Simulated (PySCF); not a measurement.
## Working out the ionisation energy of Pd

Pd [Kr] 4d10 (1S) → Pd⁺ [Kr] 4d9 (2D). All numbers are calculated (PySCF 2.14, a scalar-relativistic core potential, in aug-cc-pVDZ-PP with ECP28MDF (5s5p4d2f, 54 functions)). Frozen: 4s2 4p6. Energies in hartree (1 hartree = 27.21139 eV):

```csv
part,Pd (lower),Pd⁺ (upper)
UHF,-126.607907,-126.376467
MP2 opposite-spin,-0.201763,-0.147719
MP2 same-spin,-0.111838,-0.083135
```

Question: What does Hartree-Fock give?

Answer: (-126.376467) − (-126.607907) = 0.231440 hartree = 6.298 eV.

Question: What do MP2 and SCS-MP2 (6/5 opposite-spin, 1/3 same-spin) give?

Answer: The opposite-spin parts differ by 1.471 eV and the same-spin parts by 0.781 eV. MP2: 6.298 + (1.471) + (0.781) = 8.550 eV. SCS-MP2: 6.298 + 1.2 × (1.471) + (0.781)/3 = 8.324 eV.

Measured between the centres of the two terms (NIST): 8.512 eV, so MP2 (valence) is off by 0.038 eV.

A double-zeta basis recovers only part of the correlation energy.

What remains against the reference includes basis incompleteness, the frozen core and correlation beyond second order.
